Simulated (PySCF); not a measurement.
PySCF input file for Be(Et)(OH) (C2H6BeO), SMILES C[CH2][Be][OH], TDA-ωB97X/def2-SVPD. Geometry optimised at ωB97X-D3(BJ)/def2-SVP. The geometry has at least one imaginary mode, so it is a saddle point at that level. The values are those of a single conformer.

```python
import numpy as np
from pyscf import gto, scf, dft, tdscf

mol = gto.M(
    atom='''
    Be    0.20586804   -0.83050271   -0.00000000
    C     0.65855361    0.79527139    0.00000000
    C    -0.50402571    1.80530855   -0.00000000
    H     1.30873802    0.98424338    0.87633585
    H     1.30873802    0.98424338   -0.87633585
    H    -1.15062179    1.68302788   -0.88562451
    H    -1.15062179    1.68302788    0.88562451
    H    -0.15253672    2.85162812    0.00000000
    O    -0.15148545   -2.18812676    0.00000000
    H    -0.70245165   -2.96262536   -0.00000000
    ''',
    basis='def2-SVPD',
    charge=0,
    spin=0,
    symmetry=True,
    max_memory=1600,
    verbose=4,
)
mf = dft.RKS(mol, xc='wb97x').density_fit(auxbasis='def2-universal-jkfit')
mf.grids.level = 3
mf.conv_tol = 1e-9
mf.max_cycle = 100
mf.kernel()
mf.grids = dft.Grids(mol).set(level=1).build(with_non0tab=True)  # coarser grid for the response kernel
td = tdscf.TDA(mf)
td.singlet = True
td.nstates = 10
td.conv_tol = 1e-4
td.kernel(x0=td.get_init_guess(mf, 15))
td.analyze()
tt = tdscf.TDA(mf)
tt.singlet = False
tt.nstates = 4
tt.conv_tol = 1e-4
tt.kernel(x0=tt.get_init_guess(mf, 9))
tt.analyze(verbose=3)
```

Program output:

```
PySCF version 2.14.0

[INPUT] verbose = 4
[INPUT] num. atoms = 10
[INPUT] num. electrons = 30
[INPUT] charge = 0
[INPUT] spin (= nelec alpha-beta = 2S) = 0
[INPUT] symmetry True subgroup None
[INPUT] Mole.unit = angstrom
[INPUT] Symbol           X                Y                Z      unit          X                Y                Z       unit  Magmom
[INPUT]  1 Be     0.205868040000  -0.830502710000   0.000000000000 AA    0.389034213401  -1.569422667609   0.000000000000 Bohr   0.0
[INPUT]  2 C      0.658553610000   0.795271390000   0.000000000000 AA    1.244485961244   1.502845121802   0.000000000000 Bohr   0.0
[INPUT]  3 C     -0.504025710000   1.805308550000   0.000000000000 AA   -0.952470551639   3.411538729836   0.000000000000 Bohr   0.0
[INPUT]  4 H      1.308738020000   0.984243380000   0.876335850000 AA    2.473156426606   1.859950428116   1.656034749638 Bohr   0.0
[INPUT]  5 H      1.308738020000   0.984243380000  -0.876335850000 AA    2.473156426606   1.859950428116  -1.656034749638 Bohr   0.0
[INPUT]  6 H     -1.150621790000   1.683027880000  -0.885624510000 AA   -2.174360056057   3.180461753207  -1.673587773102 Bohr   0.0
[INPUT]  7 H     -1.150621790000   1.683027880000   0.885624510000 AA   -2.174360056057   3.180461753207   1.673587773102 Bohr   0.0
[INPUT]  8 H     -0.152536720000   2.851628120000   0.000000000000 AA   -0.288252624739   5.388796155908   0.000000000000 Bohr   0.0
[INPUT]  9 O     -0.151485450000  -2.188126760000   0.000000000000 AA   -0.286266012356  -4.134960302232   0.000000000000 Bohr   0.0
[INPUT] 10 H     -0.702451650000  -2.962625360000   0.000000000000 AA   -1.327441234249  -5.598550540091   0.000000000000 Bohr   0.0

nuclear repulsion = 91.6054613585537
point group symmetry = Cs
symmetry origin: [3.14954350e-09 2.36847579e-16 0.00000000e+00]
symmetry axis x: [ 1.00000000e+00 -4.45847750e-10 -4.47528724e-19]
symmetry axis y: [-4.45847750e-10 -1.00000000e+00 -1.11194788e-18]
symmetry axis z: [-4.37430632e-18 -1.11194808e-18  1.00000000e+00]
num. orbitals of irrep A' = 81
num. orbitals of irrep A" = 42
number of shells = 55
number of NR pGTOs = 175
number of NR cGTOs = 123
basis = def2-SVPD
ecp = {}


[settings echo left out]
init E= -169.846245554955
HOMO (A') = -0.34494136045663  LUMO (A') = -0.0265760177951653  gap/eV = 8.66316
cycle= 1 E= -169.588480897328  delta_E= 0.258  |g|= 0.711  |ddm|= 3.69
HOMO (A") = -0.26230057809661  LUMO (A') = 0.0736482913779932  gap/eV = 9.14163
cycle= 2 E= -169.571927586014  delta_E= 0.0166  |g|= 0.832  |ddm|= 1.26
HOMO (A') = -0.371397635723349  LUMO (A') = 0.0617918939234574  gap/eV = 11.78769
cycle= 3 E= -169.696328377856  delta_E= -0.124  |g|= 0.042  |ddm|= 0.529
HOMO (A') = -0.378573270336577  LUMO (A') = 0.0624506359531454  gap/eV = 12.00087
cycle= 4 E= -169.697101539886  delta_E= -0.000773  |g|= 0.0196  |ddm|= 0.124
HOMO (A') = -0.372930132389583  LUMO (A') = 0.0626348055212018  gap/eV = 11.85233
cycle= 5 E= -169.697226980828  delta_E= -0.000125  |g|= 0.00501  |ddm|= 0.0384
HOMO (A') = -0.373782592573701  LUMO (A') = 0.062357007588961  gap/eV = 11.86796
cycle= 6 E= -169.697239309365  delta_E= -1.23e-05  |g|= 0.00122  |ddm|= 0.0142
HOMO (A') = -0.373727339329275  LUMO (A') = 0.0623089968429698  gap/eV = 11.86515
cycle= 7 E= -169.69724057162  delta_E= -1.26e-06  |g|= 0.000277  |ddm|= 0.00567
HOMO (A') = -0.373718005468588  LUMO (A') = 0.0623233851961031  gap/eV = 11.86529
cycle= 8 E= -169.697240646277  delta_E= -7.47e-08  |g|= 6.6e-05  |ddm|= 0.00181
HOMO (A') = -0.373718273557557  LUMO (A') = 0.0623213636509758  gap/eV = 11.86524
cycle= 9 E= -169.697240648645  delta_E= -2.37e-09  |g|= 2.33e-05  |ddm|= 0.00036
HOMO (A') = -0.373719864948674  LUMO (A') = 0.0623210239873093  gap/eV = 11.86528
cycle= 10 E= -169.697240648883  delta_E= -2.38e-10  |g|= 6.84e-06  |ddm|= 9.85e-05
HOMO (A') = -0.373719196346077  LUMO (A') = 0.0623213958147648  gap/eV = 11.86527
Extra cycle  E= -169.6972406489  delta_E= -1.61e-11  |g|= 4.26e-06  |ddm|= 3.4e-05
converged SCF energy = -169.6972406489
tot grids = 35456


******** <class 'pyscf.tdscf.rks.TDA'> for <class 'pyscf.df.df_jk.DFSymAdaptedRKS'> ********
nstates = 10 singlet
deg_eia_thresh = 1.000e-03
wfnsym = None
conv_tol = 0.0001
eigh lindep = 1e-12
eigh level_shift = 0
eigh max_cycle = 100


Excitation energies (eV)
[7.31970349 7.70206383 7.88522371 8.27565451 8.38197764 8.57734975
 8.88532235 9.03211505 9.15409794 9.16309899]

** Singlet excitation energies and oscillator strengths **
Excited State   1:   A'      7.31970 eV    169.38 nm  f=0.0356
      15 -> 16        0.44842
      15 -> 17        0.11390
      15 -> 19        0.49385
      15 -> 20       -0.10572
Excited State   2:   A'      7.70206 eV    160.98 nm  f=0.0667
      15 -> 16       -0.12123
      15 -> 17        0.57588
      15 -> 20       -0.33012
Excited State   3:   A"      7.88522 eV    157.24 nm  f=0.0225
      15 -> 18       -0.56135
      15 -> 21       -0.38682
Excited State   4:   A"      8.27565 eV    149.82 nm  f=0.0642
      12 -> 16       -0.48927
      14 -> 16       -0.43498
      15 -> 18       -0.12643
Excited State   5:   A'      8.38198 eV    147.92 nm  f=0.0617
      11 -> 16        0.14970
      13 -> 16       -0.64288
      13 -> 17        0.12400
      13 -> 23        0.10403
      13 -> 26       -0.10853
Excited State   6:   A'      8.57735 eV    144.55 nm  f=0.0315
      15 -> 16       -0.48017
      15 -> 19        0.42560
      15 -> 20       -0.14425
      15 -> 23       -0.13473
      15 -> 26       -0.14421
Excited State   7:   A"      8.88532 eV    139.54 nm  f=0.0008
      12 -> 16        0.19087
      12 -> 17       -0.12315
      12 -> 19        0.12027
      12 -> 22       -0.10875
      14 -> 16       -0.24921
      14 -> 17       -0.33446
      14 -> 19       -0.40192
      14 -> 20        0.20676
      14 -> 22       -0.12589
Excited State   8:   A"      9.03212 eV    137.27 nm  f=0.0111
      12 -> 16       -0.25267
      12 -> 17       -0.32803
      12 -> 19       -0.21612
      12 -> 20        0.19856
      12 -> 22       -0.17004
      14 -> 16        0.12151
      14 -> 17       -0.26114
      14 -> 19        0.22959
      14 -> 20        0.13912
      14 -> 22       -0.11738
Excited State   9:   A"      9.15410 eV    135.44 nm  f=0.0447
      15 -> 18       -0.32439
      15 -> 21        0.53537
      15 -> 24        0.22844
Excited State  10:   A'      9.16310 eV    135.31 nm  f=0.0016
      12 -> 18       -0.23710
      12 -> 21       -0.20180
      13 -> 17        0.37910
      13 -> 19        0.11447
      13 -> 20       -0.20958
      13 -> 22        0.18983
      14 -> 18       -0.27534
      14 -> 21       -0.21778

** Transition electric dipole moments (AU) **
state          X           Y           Z        Dip. S.      Osc.
  1        -0.3054     -0.3248     -0.0000      0.1988      0.0356
  2        -0.2542      0.5374      0.0000      0.3535      0.0667
  3         0.0000      0.0000      0.3412      0.1164      0.0225
  4        -0.0000      0.0000      0.5628      0.3167      0.0642
  5         0.4986     -0.2271     -0.0000      0.3002      0.0617
  6        -0.1760      0.3450     -0.0000      0.1500      0.0315
  7         0.0000      0.0000     -0.0600      0.0036      0.0008
  8         0.0000     -0.0000      0.2241      0.0502      0.0111
  9         0.0000     -0.0000     -0.4463      0.1992      0.0447
 10         0.0067      0.0831      0.0000      0.0069      0.0016

** Transition velocity dipole moments (imaginary part, AU) **
state          X           Y           Z        Dip. S.      Osc.
  1        -0.0362     -0.1007      0.0000      0.0115      0.0284
  2         0.0080      0.1492      0.0000      0.0223      0.0526
  3         0.0000      0.0000      0.0084      0.0001      0.0002
  4        -0.0000      0.0000      0.1621      0.0263      0.0576
  5         0.1411     -0.0856     -0.0000      0.0272      0.0589
  6        -0.0475      0.1060     -0.0000      0.0135      0.0285
  7        -0.0000      0.0000     -0.0081      0.0001      0.0001
  8         0.0000      0.0000      0.0516      0.0027      0.0054
  9         0.0000      0.0000     -0.0637      0.0041      0.0081
 10         0.0195      0.0230      0.0000      0.0009      0.0018

** Transition magnetic dipole moments (imaginary part, AU) **
state          X           Y           Z
  1        -0.0000     -0.0000      0.7512
  2        -0.0000     -0.0000     -0.0919
  3         0.0015      0.2720     -0.0000
  4         0.8801     -0.1756     -0.0000
  5         0.0000     -0.0000     -0.9798
  6         0.0000      0.0000      0.0728
  7        -0.7704     -0.5902     -0.0000
  8         0.3400      0.4886      0.0000
  9        -0.0870     -0.0702      0.0000
 10        -0.0000     -0.0000      0.1812


******** <class 'pyscf.tdscf.rks.TDA'> for <class 'pyscf.df.df_jk.DFSymAdaptedRKS'> ********
nstates = 4 triplet
deg_eia_thresh = 1.000e-03
wfnsym = None
conv_tol = 0.0001
eigh lindep = 1e-12
eigh level_shift = 0
eigh max_cycle = 100


Excitation energies (eV)
[6.98817058 7.26747199 7.44949228 7.98630242]

** Triplet excitation energies and oscillator strengths **
Excited State   1:   A'      6.98817 eV    177.42 nm  f=0.0000
Excited State   2:   A'      7.26747 eV    170.60 nm  f=0.0000
Excited State   3:   A"      7.44949 eV    166.43 nm  f=0.0000
Excited State   4:   A"      7.98630 eV    155.25 nm  f=0.0000
```

The run converged.
